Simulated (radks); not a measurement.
Values are calculated unless marked as measured or tabulated.
Task: The tin anion Sn4-, [Xe], held by a Watson sphere: a shell of charge +4.21 at radius R that stands for the Madelung well of a crystal (potential energy -4.21/R inside, -4.21/r outside, in hartree with lengths in bohr). Code: a radial shooting solver on a logarithmic mesh with Libxc functionals. Model: scalar-relativistic Kohn-Sham, LB94 model potential, spin-polarised, spherical densities, point nucleus. Response by self-consistent Sternheimer equations with the Hartree and adiabatic LDA kernel, the relativistic mass of each level held fixed and spin-orbit coupling left out. The sphere does not respond.

| R (bohr) | e(4d) (eV) | e(5s) (eV) | e(5p) (eV) | <r> 5p (bohr) | sum of <r^2> (bohr^2) | X-ray form factor at sin(theta)/lambda = 0.3 1/angstrom | alpha (bohr^3) |
|---|---|---|---|---|---|---|---|
| 3.64 | -30.804 | -15.562 | -9.370 | 3.421 | 118.5 | 34.754 | 111.9 |
| 3.75 | -30.594 | -15.253 | -9.115 | 3.479 | 121.5 | 34.764 | 121.2 |
| 3.95 | -30.244 | -14.735 | -8.672 | 3.584 | 127.1 | 34.777 | 139.9 |
| 4.42 | -29.548 | -13.717 | -7.740 | 3.831 | 140.7 | 34.789 | 194.3 |
| 4.95 | -28.919 | -12.842 | -6.855 | 4.105 | 157.2 | 34.788 | 276.8 |
| 5.34 | -28.535 | -12.339 | -6.302 | 4.304 | 170.1 | 34.786 | 354.5 |
| 5.58 | -28.326 | -12.075 | -5.998 | 4.425 | 178.4 | 34.787 | 410.7 |
| 5.76 | -28.181 | -11.897 | -5.785 | 4.515 | 184.9 | 34.787 | 457.4 |

Estimate the row for R = 2.89 bohr.

Result: e(4d) (eV) -32.819; e(5s) (eV) -18.203; e(5p) (eV) -11.324; <r> 5p (bohr) 3.024; sum of <r^2> (bohr^2) 99.20; X-ray form factor at sin(theta)/lambda = 0.3 1/angstrom 34.618; alpha (bohr^3) 64.53.
